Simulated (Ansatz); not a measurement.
```xyz
10

O    -1.010    1.927   -1.004
Si   -0.036    1.329    0.166
O     0.387   -0.220   -0.148
Si    0.214   -1.793    0.189
F     1.411   -2.257    1.131
H    -0.627    2.129   -1.859
H    -0.830    1.387    1.411
H     1.226    2.101    0.251
H    -1.045   -2.035    0.928
H     0.310   -2.568   -1.065
```

Total charge 0; spin multiplicity 1.

Problem. List the PBE0/def2-TZVPP orbital energies in eV (the Gaussian-basis code of Ansatz). (An estimate is asked.)

Solution. Ansatz gave: Occupied: -1804.01, -1803.66, -673.79, -523.08, -522.99, -146.15, -145.82, -100.86, -100.82, -100.77, -100.53, -100.50, -100.46, -33.22, -28.67, -28.12, -17.07, -15.60, -14.30, -13.01, -12.92, -12.51, -11.87, -11.61, -10.93, -10.38, -9.78, -9.39, -8.94. Lowest empty: 0.36, 0.60, 0.74, 1.87, 1.94, 2.34, 2.42, 3.07.
